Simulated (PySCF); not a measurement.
## Telling isomers of C$_{6}$H$_{10}$O$_{2}$ apart by NMR

One computed conformer, equivalent nuclei averaged, gas phase, no relativistic terms. J couplings at B3LYP/pcJ-1 (spin–dipole term left out of most H,H and C,H couplings); structure optimised with PBE0-D3(BJ)/def2-SVP; shieldings: GIAO PBE0/pcSseg-1; PySCF.

Scale: ¹H (σref 31.27) and ¹³C (σref 184.41) against TMS (reference shieldings calculated alike). Multiplet labels drop J under 1 Hz and among equivalent protons, and merge close values. Unscaled 3J(H,H) run several per cent high. Shifts are as computed. Against solution values, carbons near 30 ppm lie about +2 ppm off and those near 130 ppm about +5 ppm. Of 1211 compounds with measured shifts, 218 miss one by over three times the rms of a fit or turn the order of signals round; such compounds aren't used in these exercises.

(1) Tabulate the signals of `C/C=C\COC(C)=O`, `C=C(C)C(=O)OCC` and their relative energies.

(2) What is the quickest way to tell C/C=C\COC(C)=O from C=C(C)C(=O)OCC?

## Answers

(1) 
```json
{"SMILES": "C/C=C\\COC(C)=O", "carbon types": "1×C 2×CH 1×CH2 2×CH3", "δC": "174.7, 137.4, 132.8, 59.2, 22.1, 15.0", "δH": "5.97 (m, 1H), 5.80 (m, 1H), 4.57 (m, 2H), 1.99 (s, 3H), 1.78 (m, 3H)", "E rel. (kcal/mol)": "3.5"}
{"SMILES": "C=C(C)C(=O)OCC", "carbon types": "2×C 2×CH2 2×CH3", "δC": "169.9, 145.0, 133.2, 61.2, 21.4, 15.3", "δH": "6.51 (quint, 1H), 5.93 (quint, 1H), 3.91 (q, 2H), 1.94 (t, 3H), 1.35 (t, 3H)", "E rel. (kcal/mol)": "0.0"}
```

Energies are electronic energies at PBE0/pcSseg-1 on these geometries, without zero-point or thermal terms, each for the one conformer computed, which needn't be the lowest.

(2) Both give the same number of carbon signals, but DEPT or the intensities differ. The first has an alkene CH at 137.4 ppm, the second a β carbon of a C=C–C=O unit (CH2) at 133.2 ppm. Their most deshielded carbons lie at 174.7 and 169.9 ppm. In the proton spectra the most deshielded non-exchanging signals are 5.97 (m, 1H) and 6.51 (quint, J = 1.9 Hz, 1H).
